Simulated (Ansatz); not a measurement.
Kohn–Sham single points on C2H3ClFNOSi (`C[Si](F)(Cl)N=C=O`).

```yaml
crystal:
  periodic: [false, false, false]
  atoms:
    - {symbol: C, position_ang: [-1.546918, -0.479000, -0.140808]}
    - {symbol: Si, position_ang: [0.145923, -0.325730, 0.545957]}
    - {symbol: F, position_ang: [0.080822, 0.028428, 2.090503]}
    - {symbol: Cl, position_ang: [1.185230, -2.071266, 0.376559]}
    - {symbol: N, position_ang: [1.009586, 0.915361, -0.219737]}
    - {symbol: C, position_ang: [1.990861, 1.432739, -0.671801]}
    - {symbol: O, position_ang: [2.910100, 1.974165, -1.127542]}
    - {symbol: H, position_ang: [-2.102629, -1.260961, 0.380123]}
    - {symbol: H, position_ang: [-2.083277, 0.466138, -0.028010]}
    - {symbol: H, position_ang: [-1.506498, -0.731072, -1.202243]}
basis:
  gaussian: {orbitals: def2-TZVPP}
hamiltonian: {xc: {name: wB97X-V}}
output: {orbitals: {seedname: orbitals}}
```

```sh
$ ansatz run in.yaml --threads 2 --pin off --events-out ev --progress --plain --max-ram 32768MiB --backend cuda --devices 0, --max-vram 18GiB
```

Output, abridged:

```
Functional definition: wB97X-V
1600 factors; their error is unknown
317 factors; integrals over basis functions are off by at most 1.9e-5 eV
mean field evaluation 1: about -28773.9362 eV, gradient 6.3e1 eV
mean field evaluation 2: about -28775.2830 eV, gradient 5.9e1 eV
mean field evaluation 4: about -28780.5146 eV, gradient 2.9e0 eV
mean field evaluation 8: about -28780.5427 eV, gradient 5.2e-2 eV
mean field evaluation 16: about -28780.5802 eV, gradient 2.0e-4 eV
mean field -28780.58019001 eV, -1057.6668138049 hartree, gradient 2.9e-5 eV, S^2 0.000000; 0 other end points of the search recorded, 0 dependent functions left out
reference -28780.58018805 eV, -1057.6668137330 hartree; 35, 35 occupied and 246, 246 virtual orbitals, 1600 factors
Total energy: -28780.58018805 eV, -1057.6668137330 hartree
```

It took 9 s on 2 threads of an AMD EPYC 7R13 on a shared host and a share of an NVIDIA H100 80 GB, with 0.87 GiB of host memory at the peak.

The same input with `hamiltonian: {xc: {name: CAM-B3LYP}, dispersion: d4}` (abridged; 3.8 s):

```
Functional definition: CAM-B3LYP
mean field evaluation 16: about -28784.0157 eV, gradient 3.8e-4 eV
mean field -28784.01566865 eV, -1057.7930653164 hartree, gradient 4.6e-5 eV, S^2 0.000000
Total energy: -28784.26031303 eV, -1057.8020558314 hartree
```

Changing it to `hamiltonian: {xc: {name: r2SCAN0}, dispersion: d4}` (abridged; 11 s):

```
Functional definition: r2SCAN0
mean field evaluation 16: about -28779.5228 eV, gradient 2.6e-5 eV
mean field -28779.52280699 eV, -1057.6279556958 hartree, gradient 2.7e-5 eV, S^2 0.000000
Total energy: -28779.60625572 eV, -1057.6310223798 hartree
```

With the line `hamiltonian: {xc: {name: r2SCANh}, dispersion: d4}` (abridged; 6 s):

```
Functional definition: r2SCANh
mean field evaluation 16: about -28780.3687 eV, gradient 4.6e-4 eV
mean field -28780.36870699 eV, -1057.6590419473 hartree, gradient 6.7e-5 eV, S^2 0.000000
Total energy: -28780.44418175 eV, -1057.6618155936 hartree
```

The same input with `hamiltonian: {xc: {name: B2PLYP}}` (abridged; 12 s):

```
Functional definition: B2PLYP
mean field evaluation 16: about -28762.6878 eV, gradient 5.2e-4 eV
mean field -28762.68779303 eV, -1057.0092803439 hartree, gradient 6.9e-6 eV, S^2 0.000000
15 core orbitals not correlated: weight in the atoms' cores, before any rotation towards them, 1.000 or more for the frozen orbitals, at most 0.000 for the correlated occupied ones
second order -42.46872828 eV of doubles, -0.00000000 eV of singles
Total energy: -28774.15453338 eV, -1057.4306752792 hartree
```

The same input with `hamiltonian: {xc: {name: B97M-V}}` (abridged; 8 s):

```
Functional definition: B97M-V
mean field evaluation 16: about -28779.5893 eV, gradient 1.8e-3 eV
mean field -28779.58930489 eV, -1057.6303994485 hartree, gradient 3.4e-5 eV, S^2 0.000000
Total energy: -28779.58936378 eV, -1057.6304016125 hartree
```
